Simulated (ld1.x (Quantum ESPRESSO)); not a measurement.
The numbers below are computed, except where a source is named.
Hardness and transferability of assorted potentials

Generated with ld1.x 7.5 (TM, RRKJ, ultrasoft, PAW), atompaw 4.2 or ONCVPSP 4.0.1. The cutoff is in Ry: for ld1.x and atompaw files where the sum of valence levels is converged to 10 mRy in a Bessel basis, for ONCV files where the hardest occupied wave has 1 mHa per electron of residual kinetic energy. The error is the largest all-electron minus pseudo excitation energy over each file’s own four to seven test configurations (ionisations up to +4, promotions, holes and added fractions of an electron), all of which were solved. The labels leave out finer settings (local radius, basis sizes, second energies), which also bear on the numbers. Spin-polarised tests are not counted. The rows are a selection from randomly drawn settings: files with unsolved tests, undetermined cutoffs or missed reference levels are left out.

A true bound ghost makes a file unfit for plane-wave use even where its test errors are small: the radial tests pick states by their node count and pass the ghost by.

```csv
element,potential,cutoff (Ry),largest error (meV),bound ghosts
Cr,"TM, PBE, scalar-relativistic, rc 1.25/1.45/1.50/1.40 (spdf), local d, core correction yes, reference 3s2 3p6 3d6 4s0 4p0",100,+379,none
Rb,"TM semilocal, LDA (PZ), scalar-relativistic, rc 4.20/3.60/4.20 (spd), local s, core correction yes, reference 5s1 5p0",6,-6.1,none
Sr,"TM, PBE, scalar-relativistic, rc 2.80/1.60/2.40 (spd), local p, core correction yes, reference 4p6 4d0 5s2 5p0",40,-341,s
Ag,"ultrasoft, PBE, scalar-relativistic, rc 2.30/3.70/2.25 (spd), local smoothed, core correction no, reference 4d10 5s1 5p0",21,-33,none
Pt,"TM, LDA (PZ), scalar-relativistic, rc 2.20/1.95/2.00 (spd), local d, core correction no, reference 5d7 6s0 6p0",40,+134,"s, p"
```

Task: Fill in the row for Zn: TM, PBE, non-relativistic, rc 2.10/0.75/1.50 (spd), local p, core correction no, reference 3p6 3d10 4s0 4p0.

Result: cutoff 200 Ry, largest error -29 meV, bound ghosts: s.

Task: Fill in the row for Lu: PAW, revPBE, scalar-relativistic, rc 1.90/2.05/2.26 (spd), local smoothed, core correction yes, reference 5s2 5p6 5d2 6s1 6p0.

Result: cutoff 21 Ry, largest error -567 meV, bound ghosts: none.
